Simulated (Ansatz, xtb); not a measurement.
# Relaxing a trial structure of AlF3GeH+

The starting geometry of this gas-phase singlet has its atoms placed at random.

```xyz
6

Al    1.2770   -0.4891    0.2141
F    -0.1164   -0.6594    1.4744
F     1.8079    1.1608   -0.0877
F     0.3994    1.6603    0.3777
Ge   -1.2466   -0.7480   -1.3595
H     0.4416    0.7728    0.9817
```

Guess where an optimisation with r2SCAN-D4/def2-SVP ends from this start.

It ends as a structure with F2 bridging Al1 and Ge5, given below by its coordinates. Distances that change by over a tenth: F2–Ge5 (3.05 → 2.09 Å), F4–H6 (1.07 → 0.94 Å). Contacts that open: Al1–H6 (1.70 → 4.07 Å). Contacts that close: Al1–Ge5 (2.99 → 2.49 Å).

The energy falls by 8.37 eV over 21 steps:

| step | E − E(last) (eV) |
| --- | --- |
| 1 | 8.369 |
| 3 | 2.022 |
| 5 | 0.756 |
| 8 | 0.275 |
| 10 | 0.126 |
| 12 | 0.045 |
| 14 | 0.019 |
| 17 | 0.002 |
| 19 | 0.000 |
| 21 | 0.000 |

Final geometry (Å):

```yaml
atoms:
  - { symbol: Al, position_ang: [1.6666, -0.2610, -0.3875] }
  - { symbol: F, position_ang: [0.6163, -0.9045, 0.9197] }
  - { symbol: F, position_ang: [3.2880, -0.2139, -0.1711] }
  - { symbol: F, position_ang: [-0.7466, 1.5635, 0.5933] }
  - { symbol: Ge, position_ang: [-0.8203, -0.3697, -0.4976] }
  - { symbol: H, position_ang: [-1.4411, 1.8831, 1.1438] }
```

From the same start GFN2-xTB reaches the same bonding as this run.

From so rough a start the end depends on the optimiser's path, so another program may land elsewhere. No frequencies were run, so the end isn't proven a minimum. Run with Ansatz 0.2.0, 35 s on 2 threads of Intel(R) Xeon(R) 6975P-C (Granite Rapids) (shared host).
